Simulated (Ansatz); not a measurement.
The same ligand exchange along the group C, Si, Ge, Sn.

Computed with Ansatz on PBE0-D4/def2-TZVP structures; ΔE is electronic, products minus reactants. CCSD(T)/CBS is the MP2 limit (def2-TZVPP, def2-QZVPP) plus CCSD(T) − MP2 in def2-TZVPP, frozen cores. This one scheme is used for every species. Functionals use def2-TZVPP. Elements past krypton have def2 core potentials. For Ge, Se, Sn outer-core shells are correlated without core-valence functions, which leaves a few kJ/mol of doubt a bond. Scalar relativity is left out up to krypton. One conformer a species, not always the lowest.

| reaction | r2SCAN-D4 (kJ/mol) | CCSD/CBS(def2) (kJ/mol) | revPBE-D4 (kJ/mol) | B2PLYP (kJ/mol) | CCSD(T)/CBS(def2) (kJ/mol) |
| --- | --- | --- | --- | --- | --- |
| `OC[SeH]` + H–F → `OCF` + H₂Se | -2 | 6 | 9 | -1 | 10 |
| `O[SiH2][SeH]` + H–F → `O[SiH2]F` + H₂Se | -87 | -87 | -70 | -94 | -83 |
| `[OH][GeH2][SeH]` + H–F → `[OH][GeH2][F]` + H₂Se | -11 | -6 | -1 | -15 | -4 |
| `[OH][SnH2][SeH]` + H–F → `[OH][SnH2][F]` + H₂Se | 15 | 23 | 20 | 13 | 25 |

Largest T1 diagnostic: 0.014, for `[OH][SnH2][F]`.
